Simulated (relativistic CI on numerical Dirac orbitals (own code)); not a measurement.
## Hf2+: what numerical and physical settings do to a radial Dirac CI calculation

Reference input:

```
atom Hf  Z=72  charge=2  electrons=70
nucleus A=180  rms_radius_fm=5.3470
hamiltonian dirac-coulomb  breit=on  qed=on  c_scale=1
orbitals kli  potential=per-configuration
slater_scale 1
correlation none
mixing on
grid step=0.0125 r_max=86.5
scf mixing=0.4 start=green max_iterations=150 tolerance=2e-08 node_fill=0.05
configurations
  [Xe] 4f14 5d2
  [Xe] 4f14 6s2
  [Xe] 4f14 5d 6p
  [Xe] 4f14 6s 6p
  [Xe] 4f14 5d 5f
end
```

Computed lowest total energy -15061.85357 Ha, first excitation 2178.5 cm⁻¹, 65 SCF steps. Runs with settings changed; * marks those that are bad on purpose:

| Changed | Outcome | Lowest level | ΔE (Ha) | First excitation (cm⁻¹) | SCF steps | Message |
| --- | --- | --- | --- | --- | --- | --- |
| node fill of the KLI weights 0.2 | converged | 5d2 3F_2 | 0.00828 | 2341.2 | 65 |  |
| iteration limit 20, end of the grid at 129.75 bohr | converged | 5d2 3F_2 | -1.82e-12 | 2178.5 | 65 |  |
| end of the grid at 60.55 bohr | converged | 5d2 3F_2 | 5.46e-12 | 2178.5 | 65 |  |
| Slater scale 0.6 | converged | 5d2 3F_2 | 0.0105 | 2284.5 | 65 |  |
| end of the grid at 12.97 bohr * | not converged |  |  |  | 12 | orbital 5d3/2 not found |
| charge 1 * | refused |  |  |  | 0 | configuration [Xe] 4f14 5d2 has 70 electrons, the ion has 71 |

With so few configurations and no correlation, terms lie too far apart (by 10 to 50 % near neutrality), their order can be wrong, and levels of other configurations are missing.
